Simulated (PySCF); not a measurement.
AlH, SMILES [AlH] (connectivity only; charge and spin as stated), neutral, multiplicity 1. Atoms are numbered in the order given.

```xyz
2

Al     0.0000     0.0000    -0.1187
H      0.0000     0.0000     1.5431
```
Charge 0, spin multiplicity 1.

Geometry: B3LYP-D3(BJ)/def2-TZVPD.

Level of theory: IEF-PCM-PBE0/def2-TZVPD (PySCF).

The values are the electrostatic part of the solvation free energy, E(continuum) − E(gas) at the gas-phase geometry, in a cavity of scaled van der Waals radii (PySCF's table); cavitation and dispersion terms are not included. A continuum can't describe solvent molecules that bind to the metal. In vacuum the orbital gap is 4.03 eV. The dipole moment in vacuum is 0.10 D.

```json
[
 {"solvent": "water", "ε": "78.36", "ΔG(elec) (kcal/mol)": "-4.6", "dipole (D)": "0.15", "gap (eV)": "4.39"},
 {"solvent": "2-propanol", "ε": "19.26", "ΔG(elec) (kcal/mol)": "-4.3", "dipole (D)": "0.16", "gap (eV)": "4.36"},
 {"solvent": "methanol", "ε": "32.61", "ΔG(elec) (kcal/mol)": "-4.4", "dipole (D)": "0.16", "gap (eV)": "4.38"}
]
```
